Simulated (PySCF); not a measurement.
Cd(Me)(iPr), C4H10Cd, SMILES [CH](C)([Cd][CH3])C (GFN2-xTB optimised geometry):

```
15

Cd    -0.079    -1.318     0.000
C      2.153    -1.318     0.000
H      2.512    -1.165    -1.020
H      2.634    -2.206     0.401
H      2.455    -0.457     0.604
C     -1.574     0.343     0.000
C     -1.119     1.251    -1.142
C     -1.401     1.059     1.339
H     -2.634     0.104    -0.139
H     -1.656     2.206    -1.126
H     -0.047     1.478    -1.058
H     -1.302     0.783    -2.113
H     -1.791     0.453     2.162
H     -1.935     2.015     1.347
H     -0.342     1.276     1.534
```

Level of theory: PBE0/def2-TZVP, def2 effective core potentials past Kr run with PySCF.

Question: What are the frontier orbital energies and the dipole moment?

Answer: HOMO-2 -9.18 eV, HOMO-1 -7.90 eV, HOMO -5.91 eV, LUMO -1.35 eV, LUMO+1 -0.14 eV; dipole moment 1.27 D.
